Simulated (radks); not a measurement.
The numbers below are computed, except where a source is named.
Effect of the nuclear size on the iron ion Fe+, [Ar] 3d6 4s1. Level of theory: Dirac Kohn-Sham, PBE, spin-unpolarised, spherical densities, finite nucleus; open shells are shared between the two j in proportion to 2j + 1; Fermi nuclear charge, rms radius 3.7377 fm (a radial shooting solver on a logarithmic mesh with Libxc functionals). The rms radius is varied about that value; shifts are against it.

rms radius (fm),total energy shift (eV),density at nucleus (e/bohr^3),1s1/2 shift (meV),2s1/2 shift (meV),2p1/2 shift (meV),3s1/2 shift (meV)
2.9976,-0.0396,1.524e+04,-16.8,-1.52,0.156,-0.217
3.42,-0.0180,1.515e+04,-7.65,-0.691,0.071,-0.099
3.7377,0,1.51e+04,0.000,0.000,0.000,0.000
3.9807,0.0148,1.506e+04,6.29,0.568,-0.058,0.081
4.4217,0.0440,1.499e+04,18.7,1.69,-0.173,0.241

Slopes of the eigenvalues against <r^2> in GHz/fm^2, as finite differences over the two radii next to the reference (eigenvalue slopes, not the field-shift constants of lines): 1s1/2 812, 2s1/2 73.4, 2p1/2 -7.53, 3s1/2 10.5.
